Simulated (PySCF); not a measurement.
Computed shifts of a molecule C2H9NOSi2, PySCF with B3LYP/pcSseg-1, GIAO, gas phase, atoms alike by connectivity averaged where their shifts nearly agree, in ppm (number of nuclei): ¹³C: 60.3 (1), 44.6 (1). ¹⁵N: 30.1 (1). ²⁹Si: -1.3 (1), -17.1 (1). ¹H: 5.73 (1), 5.72 (1), 5.47 (1), 3.35 (1), 3.22 (1), 2.86 (3), 1.50 (1). References: ¹³C against TMS (σ = 181.3 ppm); ¹⁵N against NH3 (σ = 265.5 ppm); ²⁹Si against TMS (σ = 338.7 ppm); ¹⁷O against H2O (σ = 333.8 ppm); ¹H against TMS (σ = 31.68 ppm), references at their B3LYP-D3(BJ)/def2-TZVP geometries, non-relativistic. Geometry: ωB97X-D3(BJ)/def2-SVP. Other conformers were not sampled.

Problem. Which molecule gave these data?
A. O[C@H]([SiH3])/C=N\[SiH3]
B. CN1C[Si@@H](O)[SiH2]1
C. C/N=C(\[SiH3])[SiH2]O
D. OC/C=N\[SiH2][SiH3]

Solution. B, CN1C[Si@@H](O)[SiH2]1
